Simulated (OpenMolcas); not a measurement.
## GaGeH5 (SMILES [GaH2][GeH3]): the energy, rung by rung

GaGeH5 has 7 atoms, charge 0, and is taken as a singlet. SMILES: `[GaH2][GeH3]`. The coordinates come from a PBE0-D4/def2-TZVP relaxation.

```xyz
7

Ga   -0.3665   -1.3596    0.1114
Ge    0.2778    0.9879   -0.1074
H     0.5299   -2.3543    0.9350
H    -1.6930   -1.8917   -0.5428
H    -0.3075    1.6573   -1.3646
H    -0.2461    1.7798    1.1091
H     1.8055    1.1806   -0.1406
```

Quantity: the energy change with the Ga1–H3 bond stretched from 1.572 to 1.808 Å, in eV. The values are calculated.

| level | kind | program | value (eV) | less CCSD(T)/def2-SVPD | CPU time (all runs) |
| --- | --- | --- | --- | --- | --- |
| HF/def2-SVPD (restricted) | Hartree–Fock | OpenMolcas | 0.29 | 0.00 | 41 s |
| revPBE/def2-SVPD (restricted) | GGA | OpenMolcas | 0.23 | -0.06 | 97 s |
| TPSS/def2-SVPD (restricted) | meta-GGA | OpenMolcas | 0.27 | -0.02 | 2.5 min |
| r2SCAN/def2-SVPD (restricted) | meta-GGA | OpenMolcas | 0.30 | +0.01 | 2.3 min |
| BHLYP/def2-SVPD (restricted) | global hybrid | OpenMolcas | 0.31 | +0.02 | 88 s |
| M06-2X/def2-SVPD (restricted) | hybrid meta-GGA | OpenMolcas | 0.26 | -0.03 | 1.9 min |
| PBE0/def2-SVPD (restricted) | global hybrid | OpenMolcas | 0.29 | 0.00 | 94 s |
| CCSD(T)/def2-SVPD (Cholesky decomposition) (restricted) | coupled cluster or CI | OpenMolcas | 0.29 | 0.00 | 29 min |

CCSD(T)/def2-SVPD (Cholesky decomposition) (restricted) is the highest level here, not the true value. All-electron rows without a relativistic Hamiltonian named are non-relativistic. The first shape isn't each level's own minimum. The values span 0.23 to 0.31 eV. In the correlated wave-function rows the outer d shell of Ga, Ge is correlated, in sets not made for it. Times are those of the runs behind each value, whatever else they computed, on shared processors of several kinds: orders of magnitude only.
